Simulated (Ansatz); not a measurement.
```yaml
crystal:
  periodic: [false, false, false]
  atoms:
    - {symbol: C, position_ang: [0.391320, 0.930484, 1.178333]}
    - {symbol: C, position_ang: [0.308855, -0.049568, 0.283757]}
    - {symbol: B, position_ang: [-0.531930, -1.233683, -0.085161]}
    - {symbol: C, position_ang: [0.068882, -0.281745, -1.150454]}
    - {symbol: F, position_ang: [-0.613866, 0.599108, -1.954823]}
    - {symbol: H, position_ang: [0.376976, 0.717903, 2.242996]}
    - {symbol: H, position_ang: [0.462699, 1.974880, 0.883620]}
    - {symbol: H, position_ang: [-1.331744, -2.039604, 0.246515]}
    - {symbol: H, position_ang: [0.957408, -0.664077, -1.661982]}
basis:
  gaussian: {orbitals: def2-SVPD}
magnetization: {spin_polarized: true, initial_magnetization: 8}
hamiltonian: {xc: {name: wB97M-V}}
output: {forces: true}
```

```sh
$ ansatz run in.yaml --threads 2 --pin off --events-out ev --progress --plain --max-ram 4352MiB
```

Shortened log:

```
Functional definition: wB97M-V
1107 factors; their error is unknown
436 factors; integrals over basis functions are off by at most 1.7e-5 eV
mean field evaluation 1: about -6524.2384 eV, gradient 3.3e1 eV
mean field evaluation 2: about -6517.8747 eV, gradient 5.7e1 eV
mean field evaluation 4: about -6530.6099 eV, gradient 3.2e0 eV
mean field evaluation 8: about -6530.8837 eV, gradient 3.6e-1 eV
mean field evaluation 16: about -6530.8995 eV, gradient 5.0e-2 eV
mean field evaluation 32: about -6530.8998 eV, gradient 2.6e-4 eV
mean field -6530.89979799 eV, -240.0061407734 hartree, gradient 2.4e-5 eV, S^2 20.008716; 6 other end points of the search recorded, 0 dependent functions left out
reference -6530.89984623 eV, -240.0061425461 hartree; 22, 14 occupied and 113, 121 virtual orbitals, 1107 factors
Total energy: -6530.89984623 eV, -240.0061425461 hartree
Atom 0 at     0.391320     0.930484     1.178333 Å, force     0.025715     6.001903     5.111773 eV/Å
Atom 1 at     0.308855    -0.049568     0.283757 Å, force     3.775534    -2.969536    -1.423589 eV/Å
Atom 2 at    -0.531930    -1.233683    -0.085161 Å, force    -3.206426    -6.397927     0.834135 eV/Å
Atom 3 at     0.068882    -0.281745    -1.150454 Å, force     2.275589    -3.224714     4.949483 eV/Å
Atom 4 at    -0.613866     0.599108    -1.954823 Å, force    -6.292929     8.011872    -8.019302 eV/Å
Atom 5 at     0.376976     0.717903     2.242996 Å, force     0.129987    -0.117880     0.350839 eV/Å
Atom 6 at     0.462699     1.974880     0.883620 Å, force    -0.147336     0.458720    -0.178017 eV/Å
Atom 7 at    -1.331744    -2.039604     0.246515 Å, force    -0.816341     0.066724     0.406168 eV/Å
Atom 8 at     0.957408    -0.664077    -1.661982 Å, force     4.256206    -1.829161    -2.031490 eV/Å
Dipole moment:    -0.470847     0.663756     0.701793 e Å
```

In this input the spin is set far too high for this molecule. The run converged. The result belongs to that input, not to the molecule as meant.
